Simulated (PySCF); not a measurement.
CH8O2Si3, SMILES O([SiH2][SiH2][SiH3])C=O.

The structure is a stationary point at TPSSh-D3(BJ)/def2-SVP. The structure was generated by enumeration, and PubChem lists no compound with its InChIKey, so it may never have been made. The values are those of a single conformer.

The numbers are results of TPSSh-D3(BJ)/def2-SVP (PySCF), not measurements.

Frequencies are harmonic and unscaled.

Task: List the normal modes with their intensities. (An estimate is asked for; the answer gives what the named calculation found.)

Result: 
| mode | ν (cm⁻¹) | IR (km/mol) | moving atoms (share of kinetic energy) |
|---|---|---|---|
| 1 | 35 | 0.8 | O 59 %, Si 27 %, H 14 % |
| 2 | 72 | 1.1 | Si 48 %, H 22 %, O 21 %, C 9 % |
| 3 | 110 | 0.8 | Si 51 %, O 21 %, H 19 %, C 8 % |
| 4 | 121 | 2.3 | Si 47 %, O 29 %, H 16 %, C 8 % |
| 5 | 166 | 0.3 | H 92 % |
| 6 | 183 | 10.4 | O 57 %, Si 24 %, H 14 % |
| 7 | 279 | 20.6 | O 39 %, H 38 %, C 19 % |
| 8 | 370 | 12.5 | H 61 %, Si 36 % |
| 9 | 396 | 1.5 | Si 62 %, H 37 % |
| 10 | 456 | 8.3 | H 61 %, Si 37 % |
| 11 | 465 | 19.0 | Si 55 %, H 45 % |
| 12 | 534 | 3.2 | H 81 %, Si 17 % |
| 13 | 569 | 15.3 | H 74 %, Si 24 % |
| 14 | 665 | 70.5 | H 55 %, Si 22 %, O 17 % |
| 15 | 689 | 17.5 | H 58 %, Si 17 %, O 16 %, C 9 % |
| 16 | 697 | 47.7 | H 63 %, O 21 %, Si 15 % |
| 17 | 734 | 128.9 | H 79 %, O 10 %, Si 9 % |
| 18 | 800 | 16.5 | O 48 %, H 39 %, C 10 % |
| 19 | 852 | 190.8 | H 73 %, Si 11 %, O 10 % |
| 20 | 890 | 248.7 | H 92 %, Si 8 % |
| 21 | 925 | 65.1 | H 96 % |
| 22 | 944 | 94.5 | H 97 % |
| 23 | 957 | 34.6 | H 95 % |
| 24 | 964 | 58.0 | H 97 % |
| 25 | 1044 | 0.1 | H 57 %, C 37 % |
| 26 | 1251 | 264.9 | O 47 %, C 44 %, H 9 % |
| 27 | 1389 | 3.5 | H 86 %, O 9 % |
| 28 | 1778 | 249.8 | C 60 %, O 37 % |
| 29 | 2215 | 72.7 | H 97 % |
| 30 | 2231 | 64.0 | H 96 % |
| 31 | 2233 | 139.9 | H 97 % |
| 32 | 2255 | 27.3 | H 97 % |
| 33 | 2260 | 118.7 | H 97 % |
| 34 | 2277 | 97.0 | H 96 % |
| 35 | 2284 | 110.0 | H 96 % |
| 36 | 3063 | 71.0 | H 92 %, C 8 % |
